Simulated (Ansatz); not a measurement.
Job for Ansatz (a first-principles code): U-PBE/def2-TZVPP on H8NSi3 (SMILES [SiH2]N([SiH3])[SiH3]).

Ansatz 0.2 input:
```yaml
crystal:
  periodic: [false, false, false]
  atoms:
    - {symbol: Si, position_ang: [-1.59828190, 0.74806511, -0.79310977]}
    - {symbol: N, position_ang: [-0.15093014, 0.17096103, -0.00134402]}
    - {symbol: Si, position_ang: [1.41616873, 0.60666803, -0.64234951]}
    - {symbol: Si, position_ang: [-0.28768261, -0.87852703, 1.39018688]}
    - {symbol: H, position_ang: [-2.67751386, -0.26480402, -0.61109531]}
    - {symbol: H, position_ang: [-1.30664328, 0.93186981, -2.24395653]}
    - {symbol: H, position_ang: [1.92350846, -0.42466963, -1.57849683]}
    - {symbol: H, position_ang: [1.29062228, 1.88995917, -1.36873502]}
    - {symbol: H, position_ang: [2.37939059, 0.74630559, 0.47230772]}
    - {symbol: H, position_ang: [-1.58419490, -0.61742048, 2.05433496]}
    - {symbol: H, position_ang: [0.82610308, -0.60134664, 2.32419759]}
    - {symbol: H, position_ang: [-0.23064646, -2.30696094, 0.99805987]}
basis:
  gaussian:
    orbitals: def2-TZVPP
hamiltonian:
  xc: {name: PBE}
magnetization: {spin_polarized: true, initial_magnetization: 1}
```

It printed:

```
WARN ansatz: RAYON_NUM_THREADS=4 ignored (pool sized by the plan → 4); use --threads N
Functional definition: PBE
integrals: 0.25 GiB planned
1491 factors; their error is unknown
mean field: 1.87 GiB planned
mean field evaluation 1: about -25229.4680 eV, gradient 5.2e1 eV
mean field evaluation 2: about -25170.5519 eV, gradient 1.1e2 eV
mean field evaluation 4: about -25239.9958 eV, gradient 5.7e0 eV
mean field evaluation 8: about -25240.1507 eV, gradient 1.4e-1 eV
mean field evaluation 16: about -25240.1023 eV, gradient 7.1e-5 eV
mean field -25240.10230488 eV, -927.5566513485 hartree, gradient 3.7e-5 eV, S^2 0.752147; 0 other end points of the search recorded, 0 dependent functions left out
reference -25240.10235572 eV, -927.5566532170 hartree; 29, 28 occupied and 240, 241 virtual orbitals, 1491 factors
Total energy: -25240.10235572 eV, -927.5566532170 hartree
```

Self-consistency was reached.

Cost: roughly 15 core-seconds.
